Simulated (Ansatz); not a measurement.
Ansatz (a program for electronic structure) input (wB97X-V/def2-TZVP):

Ansatz 0.2 input:
```yaml
crystal:
  periodic: [false, false, false]
  atoms:
    - {symbol: C, position_ang: [-1.65624099, 0.25635094, 0.23829498]}
    - {symbol: C, position_ang: [-1.20877389, -1.16841081, -0.19828363]}
    - {symbol: C, position_ang: [0.29731063, -1.05636277, -0.49575805]}
    - {symbol: C, position_ang: [0.76405910, 0.13537182, 0.34133307]}
    - {symbol: C, position_ang: [-0.38829277, 1.12663905, 0.17316214]}
    - {symbol: N, position_ang: [2.03897338, 0.67755058, -0.12134043]}
    - {symbol: H, position_ang: [-2.05448280, 0.23281522, 1.25398859]}
    - {symbol: H, position_ang: [-2.44727127, 0.65223509, -0.39866142]}
    - {symbol: H, position_ang: [-1.38960236, -1.88420346, 0.60528710]}
    - {symbol: H, position_ang: [-1.76323291, -1.52578354, -1.06605464]}
    - {symbol: H, position_ang: [0.47139800, -0.81412684, -1.54746048]}
    - {symbol: H, position_ang: [0.84420066, -1.97485368, -0.27328702]}
    - {symbol: H, position_ang: [0.79618967, -0.17835412, 1.39810062]}
    - {symbol: H, position_ang: [-0.37975170, 1.92228310, 0.92088214]}
    - {symbol: H, position_ang: [-0.28515642, 1.59478723, -0.80931578]}
    - {symbol: H, position_ang: [2.30913092, 1.48089444, 0.43513974]}
    - {symbol: H, position_ang: [2.77739211, -0.01007691, -0.02172696]}
basis:
  gaussian:
    orbitals: def2-TZVP
hamiltonian:
  xc: {name: wB97X-V}
relax: {f_tol: 0.003, max_steps: 100}
```

Output:

```
Functional definition: wB97X-V
integrals: 0.27 GiB planned
1539 factors; their error is unknown
integrals: 0.31 GiB planned
498 factors; integrals over basis functions are off by at most 3.3e-7 eV
0.40 GiB of the device are held for the grids
1.69 GiB of device memory are held for the factors and their scratch space
mean field: 1.80 GiB planned
mean field evaluation 1: about -6848.3633 eV, gradient 5.7e1 eV
mean field evaluation 2: about -6850.8745 eV, gradient 4.7e1 eV
mean field evaluation 4: about -6855.3879 eV, gradient 1.2e0 eV
mean field evaluation 8: about -6855.3503 eV, gradient 7.7e-1 eV
mean field evaluation 16: about -6855.3511 eV, gradient 6.0e-5 eV
mean field -6855.35110563 eV, -251.9295064079 hartree, gradient 6.0e-5 eV, S^2 0.000000; 0 other end points of the search recorded, 0 dependent functions left out
the calculation of the forces begins
reference -6855.35110342 eV, -251.9295063270 hartree; 24, 24 occupied and 228, 228 virtual orbitals, 1539 factors
relax step   1: F+E_penalty+E_count = -6855.35110563 eV  Δ(F+E_penalty+E_count) = +0.000e0 eV  max|allowed force component| = 1.361e-1 eV/Å  Δτ_max = 0.0000 Å  (30 SCF iters, accepted)
these checks for a lower state are left out or cut short: starts, cluster_reference, orbital_swaps, neighbouring_geometries, increment
integrals: 0.27 GiB planned
1539 factors; their error is unknown
integrals: 0.31 GiB planned
498 factors; integrals over basis functions are off by at most 3.3e-7 eV
0.40 GiB of the device are held for the grids
1.69 GiB of device memory are held for the factors and their scratch space
mean field: 1.80 GiB planned
mean field -6855.35282213 eV, -251.9295694882 hartree, gradient 2.0e-5 eV, S^2 0.000000; 0 other end points of the search recorded, 0 dependent functions left out
the calculation of the forces begins
reference -6855.35281993 eV, -251.9295694072 hartree; 24, 24 occupied and 228, 228 virtual orbitals, 1539 factors
relax step   2: F+E_penalty+E_count = -6855.35282213 eV  Δ(F+E_penalty+E_count) = -1.717e-3 eV  max|allowed force component| = 5.122e-2 eV/Å  Δτ_max = 0.0107 Å  (34 SCF iters, accepted)
these checks for a lower state are left out or cut short: starts, cluster_reference, orbital_swaps, neighbouring_geometries, increment
integrals: 0.27 GiB planned
1539 factors; their error is unknown
integrals: 0.31 GiB planned
498 factors; integrals over basis functions are off by at most 3.3e-7 eV
0.40 GiB of the device are held for the grids
1.69 GiB of device memory are held for the factors and their scratch space
mean field: 1.80 GiB planned
mean field evaluation 32: about -6855.3531 eV, gradient 2.0e-5 eV
mean field -6855.35308538 eV, -251.9295791624 hartree, gradient 2.0e-5 eV, S^2 0.000000; 0 other end points of the search recorded, 0 dependent functions left out
the calculation of the forces begins
reference -6855.35308317 eV, -251.9295790814 hartree; 24, 24 occupied and 228, 228 virtual orbitals, 1539 factors
relax step   3: F+E_penalty+E_count = -6855.35308538 eV  Δ(F+E_penalty+E_count) = -2.632e-4 eV  max|allowed force component| = 9.458e-3 eV/Å  Δτ_max = 0.0068 Å  (34 SCF iters, accepted)
these checks for a lower state are left out or cut short: starts, cluster_reference, orbital_swaps, neighbouring_geometries, increment
integrals: 0.27 GiB planned
1539 factors; their error is unknown
integrals: 0.31 GiB planned
498 factors; integrals over basis functions are off by at most 3.3e-7 eV
0.40 GiB of the device are held for the grids
1.69 GiB of device memory are held for the factors and their scratch space
mean field: 1.80 GiB planned
mean field -6855.35312504 eV, -251.9295806201 hartree, gradient 2.0e-5 eV, S^2 0.000000; 0 other end points of the search recorded, 0 dependent functions left out
the calculation of the forces begins
reference -6855.35312284 eV, -251.9295805391 hartree; 24, 24 occupied and 228, 228 virtual orbitals, 1539 factors
relax step   4: F+E_penalty+E_count = -6855.35312504 eV  Δ(F+E_penalty+E_count) = -3.967e-5 eV  max|allowed force component| = 1.190e-2 eV/Å  Δτ_max = 0.0045 Å  (34 SCF iters, accepted)
these checks for a lower state are left out or cut short: starts, cluster_reference, orbital_swaps, neighbouring_geometries, increment
integrals: 0.27 GiB planned
1539 factors; their error is unknown
integrals: 0.31 GiB planned
498 factors; integrals over basis functions are off by at most 3.3e-7 eV
0.40 GiB of the device are held for the grids
1.69 GiB of device memory are held for the factors and their scratch space
mean field: 1.80 GiB planned
mean field -6855.35313842 eV, -251.9295811117 hartree, gradient 2.0e-5 eV, S^2 0.000000; 0 other end points of the search recorded, 0 dependent functions left out
the calculation of the forces begins
reference -6855.35313622 eV, -251.9295810307 hartree; 24, 24 occupied and 228, 228 virtual orbitals, 1539 factors
relax step   5: F+E_penalty+E_count = -6855.35313842 eV  Δ(F+E_penalty+E_count) = -1.338e-5 eV  max|allowed force component| = 1.799e-3 eV/Å  Δτ_max = 0.0016 Å  (34 SCF iters, accepted)
integrals: 0.27 GiB planned
1539 factors; their error is unknown
integrals: 0.31 GiB planned
498 factors; integrals over basis functions are off by at most 3.3e-7 eV
0.40 GiB of the device are held for the grids
1.69 GiB of device memory are held for the factors and their scratch space
mean field: 1.80 GiB planned
mean field evaluation 64: about -6855.4044 eV, gradient 7.6e-2 eV
mean field -6855.35313842 eV, -251.9295811117 hartree, gradient 2.0e-5 eV, S^2 0.000000; 1 other end points of the search recorded, 0 dependent functions left out
the calculation of the forces begins
reference -6855.35313622 eV, -251.9295810307 hartree; 24, 24 occupied and 228, 228 virtual orbitals, 1539 factors
Total energy: -6855.35313622 eV, -251.9295810307 hartree
Atom 0 at    -1.653603     0.255489     0.240674 Å, force     0.001799    -0.000168    -0.000477 eV/Å
Atom 1 at    -1.206642    -1.167660    -0.195410 Å, force     0.001336     0.001306    -0.000026 eV/Å
Atom 2 at     0.296476    -1.051320    -0.502354 Å, force     0.000067     0.000172     0.000350 eV/Å
Atom 3 at     0.761630     0.134318     0.342282 Å, force    -0.000001     0.000492    -0.001606 eV/Å
Atom 4 at    -0.387398     1.126175     0.164879 Å, force     0.000203    -0.000262     0.000218 eV/Å
Atom 5 at     2.039091     0.675161    -0.113422 Å, force     0.000808    -0.000180     0.001415 eV/Å
Atom 6 at    -2.043965     0.234009     1.262651 Å, force    -0.000135     0.000193     0.000341 eV/Å
Atom 7 at    -2.452179     0.649931    -0.392678 Å, force    -0.000518     0.000135     0.000231 eV/Å
Atom 8 at    -1.378798    -1.883924     0.613669 Å, force     0.000044    -0.000377     0.000167 eV/Å
Atom 9 at    -1.767577    -1.529883    -1.060621 Å, force    -0.000324    -0.000483     0.000041 eV/Å
Atom 10 at     0.463636    -0.795073    -1.555009 Å, force    -0.000088    -0.000189    -0.000257 eV/Å
Atom 11 at     0.848315    -1.973075    -0.291538 Å, force    -0.000099    -0.000480    -0.000063 eV/Å
Atom 12 at     0.787175    -0.182093     1.401063 Å, force    -0.001095    -0.000537     0.000631 eV/Å
Atom 13 at    -0.378327     1.932625     0.905255 Å, force    -0.000346     0.000305     0.000178 eV/Å
Atom 14 at    -0.282817     1.581676    -0.826720 Å, force    -0.000214     0.000213    -0.000134 eV/Å
Atom 15 at     2.306203     1.475949     0.449303 Å, force    -0.000582    -0.000504    -0.000638 eV/Å
Atom 16 at     2.774629    -0.015549    -0.007725 Å, force    -0.000854     0.000363    -0.000372 eV/Å
Dipole moment:     0.047064    -0.062109     0.250929 e Å
```
